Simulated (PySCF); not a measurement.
# Computed data sheet: `[O-]C1=C(S)C=CS1`

Compound: C4H3OS2 (charge -1).
SMILES with atom numbers: `[O-:1][c:2]1[s:3][cH:4][cH:5][c:6]1[SH:7]` (hydrogens: H8 on C4; H9 on C5; H10 on S7)

Some functional groups and rings: aromatic ring with sulfur and thiol.

**GFN2-xTB geometry**

- Point group of the GFN2-xTB geometry: Cs
- Rotational constants A, B, C of the GFN2-xTB geometry: 3.546, 1.502, 1.055 GHz

PBE0/pcSseg-1 ground state and GIAO shieldings, non-relativistic (PySCF):

- HOMO energy: -0.14 eV
- LUMO energy: 4.98 eV
- HOMO–LUMO gap: 5.12 eV
- Lowest Hirshfeld atomic charge: -0.39 e on O1
- Highest Hirshfeld atomic charge: +0.03 e on H9/H10
- 13C chemical shifts (computed TMS as zero) by class: 175.9 (C2), 123.9 (C5), 89.9 (C4), 81.0 (C6) ppm
- 1H chemical shifts (computed TMS as zero) by class: 6.12 (H9), 4.56 (H8), 4.25 (H10) ppm
- Isotropic shieldings of nuclei other than C and H, by class: 34 (O1), 342 (S3), 637 (S7) ppm
- Mayer bond orders between heavy atoms: O1–C2 1.71, C2–S3 0.96, S3–C4 1.07, C4–C5 1.57, C5–C6 1.24, C6–S7 1.00, C6–C2 1.31

Monoisotopic mass of the ion (most abundant isotopes, electron mass counted): 130.9631 u.

The rotational constants make it an asymmetric top with κ = (2B − A − C)/(A − C) = -0.64, nearer the prolate limit (−1). With B = h/(8π²I), that is 505.379 GHz u Å² over I, the principal moments of inertia are 142.5, 336.6 and 479.1 u Å² (most abundant isotopes).

One conformer (not necessarily the lowest) at the GFN2-xTB geometry, without solvent, vibrations or thermal averaging. No diffuse functions stand in pcSseg-1, which bears on an anion's orbital energies.

Shape of the structure used: `[O-:1][c:2]1[s:3][cH:4][cH:5][c:6]1[SH:7]`: H–S7–C6–C5 180°.
